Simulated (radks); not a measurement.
Results of a calculation; reference values are marked as such.
Question: All-electron atom: Sm29+ in [Ar] 3d10 4s2 4p3. Code: a radial shooting solver on a logarithmic mesh with Libxc functionals. Model: scalar-relativistic Kohn-Sham, LB94 model potential, spin-polarised, spherical densities, finite nucleus; open shells are filled with parallel spins first (spin-orbit coupling, left out, can overturn this in heavy ions); Fermi nuclear charge, rms radius 5.0819 fm. Some entries of the table are withheld. Estimate them.

orbital  occ.  eigenvalue (hartree)  <1/r> (bohr^-1)  <r> (bohr)
1s up       1             -1760.803            68.87     0.02271
1s down     1             -1760.801            68.88     0.02271
2s up       1             -320.3346            15.97     0.09669
2s down     1             -320.2906            15.97     0.09670
2p up       3             -290.2357            15.00     0.08513
2p down     3             -290.1663            15.00     0.08514
3s up       1             -98.61574            5.898      0.2518
3s down     1             -98.59464            5.889      0.2521
3p up       3             -89.16549            5.578      0.2492
3p down     3             -89.14572            5.570      0.2496
3d up       5             -76.57237            5.313      0.2258
3d down     5             -76.55374            5.308      0.2260
4s up       1             -44.63552              (1)         (2)
4s down     1             -44.53502              (3)         (4)
4p up       3             -41.15596            2.637      0.5332
4p down     0             -41.03848            2.661      0.5303
4d up       0             -36.44899            2.478      0.5360
4d down     0             -36.34782            2.502      0.5323
5s up       0                   (5)            1.633      0.8876
5s down     0                   (6)            1.625      0.8900

Answer: 
(1) 4s up <1/r> (bohr^-1): 2.781
(2) 4s up <r> (bohr): 0.5201
(3) 4s down <1/r> (bohr^-1): 2.805
(4) 4s down <r> (bohr): 0.5174
(5) 5s up eigenvalue (hartree): -25.72218
(6) 5s down eigenvalue (hartree): -25.59251
